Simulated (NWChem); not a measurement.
SiH2OClF; SMILES O[SiH](F)Cl

```xyz
6

Si    -0.0035     0.4580     0.3725
O     -1.2888     1.2525    -0.2530
F      1.3736     1.0307    -0.2430
Cl    -0.0539    -1.5332    -0.1190
H     -0.0067     0.6517     1.8296
H     -1.4996     1.1414    -1.1853
```
Atoms are numbered in this order, from 1.

Results from NWChem. Pople sets run with spherical d functions. Structure relaxed at the PBE0/def2-SVP level. Atomic charges in e: unrestrained fits to the electrostatic potential beside Mulliken populations; buried atoms are poorly determined by the fit.

For level Hartree-Fock/6-31G*:

```yaml
ESP Si1: 1.09
Mulliken Si1: 1.37
ESP O2: -0.76
Mulliken O2: -0.87
Mulliken F3: -0.52
Mulliken Cl4: -0.36
```

### Question
What are these values for level B3LYP/def2-SVP?

### Answer
- ESP Si1: 0.84
- Mulliken Si1: 0.85
- ESP O2: -0.63
- Mulliken O2: -0.37
- Mulliken F3: -0.33
- Mulliken Cl4: -0.25
